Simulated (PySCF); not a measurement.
C₃H₆FNSi, SMILES NC(F)=C=C[SiH3]. Atoms are numbered in the order given.

```xyz
12

N      2.4112     0.3158     0.4043
C      1.3476    -0.5392     0.1878
F      1.5356    -1.7204     0.7872
C      0.2376    -0.2945    -0.4814
C     -0.9114     0.0477    -1.0174
Si    -2.2429     0.9599    -0.0525
H      3.3126    -0.0897     0.1614
H      2.2881     1.2295    -0.0154
H     -1.1151    -0.2173    -2.0682
H     -1.7472     1.2419     1.3258
H     -2.5870     2.2476    -0.7342
H     -3.4917     0.1391     0.0165
```

Coordinates come from a PBE0-D3(BJ)/def2-SVP optimisation. The structure was generated by enumeration; whether it is a known compound was not checked. The values are those of a single conformer.

Method: PBE/def2-TZVP (PySCF).

ESP charges are fitted to the potential on shells at 1.4 to 2.0 van der Waals radii. Atomic charges (e):

```json
[
 {"atom": "N1", "Mulliken": "-0.40", "ESP fit": "-0.80", "Löwdin": "-0.04", "meta-Löwdin": "-0.44"},
 {"atom": "C2", "Mulliken": "0.21", "ESP fit": "0.47", "Löwdin": "-0.45", "meta-Löwdin": "0.30"},
 {"atom": "F3", "Mulliken": "-0.15", "ESP fit": "-0.15", "Löwdin": "0.22", "meta-Löwdin": "-0.24"},
 {"atom": "C4", "Mulliken": "-0.12", "ESP fit": "-0.42", "Löwdin": "-0.10", "meta-Löwdin": "-0.11"},
 {"atom": "C5", "Mulliken": "-0.23", "ESP fit": "0.02", "Löwdin": "-0.29", "meta-Löwdin": "-0.34"},
 {"atom": "Si6", "Mulliken": "0.17", "ESP fit": "0.26", "Löwdin": "0.26", "meta-Löwdin": "0.43"},
 {"atom": "H7", "Mulliken": "0.23", "ESP fit": "0.35", "Löwdin": "0.17", "meta-Löwdin": "0.24"},
 {"atom": "H8", "Mulliken": "0.24", "ESP fit": "0.38", "Löwdin": "0.18", "meta-Löwdin": "0.25"},
 {"atom": "H9", "Mulliken": "0.13", "ESP fit": "0.09", "Löwdin": "0.15", "meta-Löwdin": "0.14"},
 {"atom": "H10", "Mulliken": "-0.02", "ESP fit": "-0.04", "Löwdin": "-0.02", "meta-Löwdin": "-0.07"},
 {"atom": "H11", "Mulliken": "-0.03", "ESP fit": "-0.09", "Löwdin": "-0.03", "meta-Löwdin": "-0.08"},
 {"atom": "H12", "Mulliken": "-0.02", "ESP fit": "-0.08", "Löwdin": "-0.03", "meta-Löwdin": "-0.08"}
]
```

### Question
Give the Mayer and Wiberg (Löwdin basis) orders of the bonds. (The exact figures need the calculation; the answer reports its results.)

### Answer

| bond | Mayer | Wiberg |
|---|---|---|
| N1–C2 | 1.20 | 1.59 |
| C2–F3 | 1.19 | 1.73 |
| C2–C4 | 1.74 | 1.88 |
| C4–C5 | 1.93 | 2.10 |
| C5–Si6 | 0.98 | 1.15 |
| N1–H7 | 0.90 | 0.92 |
| N1–H8 | 0.92 | 0.92 |
| C5–H9 | 0.90 | 0.82 |
| Si6–H10 | 0.95 | 0.95 |
| Si6–H11 | 0.93 | 0.95 |
| Si6–H12 | 0.94 | 0.95 |
